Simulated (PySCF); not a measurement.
Species: sum formula Si₂NH₆ (charge -1, singlet). It need not be the lowest isomer of its formula. Whether it binds its extra electron was not tested at this geometry. SMILES: N([SiH3])[SiH2-]
Structure (B3LYP-D3(BJ)/def2-TZVP (Ansatz) minimum search):
```
N
H 1 1.0059
Si 1 1.6900 2 117.81
H 3 1.4932 1 113.65 2 130.78
H 3 1.4978 4 104.56 1 -127.21
H 3 1.5073 4 105.87 5 -110.40
Si 1 1.8518 2 114.62 3 -170.33
H 7 1.5440 1 97.62 2 -138.32
H 7 1.5470 8 92.28 1 98.51
```
Charge -1, spin multiplicity 1.

Dispersion corrections to the total energy (kcal/mol) from the dftd3 and dftd4 libraries through PySCF: D3(BJ) without and D4 with the three-body term, each with the damping fitted for the functional named.

```csv
functional,D3(BJ),D4
CAM-B3LYP,-3.79,(withheld)
B2PLYP,-3.99,-3.90
BP86,-7.69,-7.55
TPSS,-5.73,-7.56
B2GP-PLYP,-3.69,(withheld)
PBE,-4.45,(withheld)
PBE0,-3.97,-4.73
```

### Question
Fill in the missing entries.

### Answer

- CAM-B3LYP, D4: -4.80
- B2GP-PLYP, D4: -2.37
- PBE, D4: -5.61
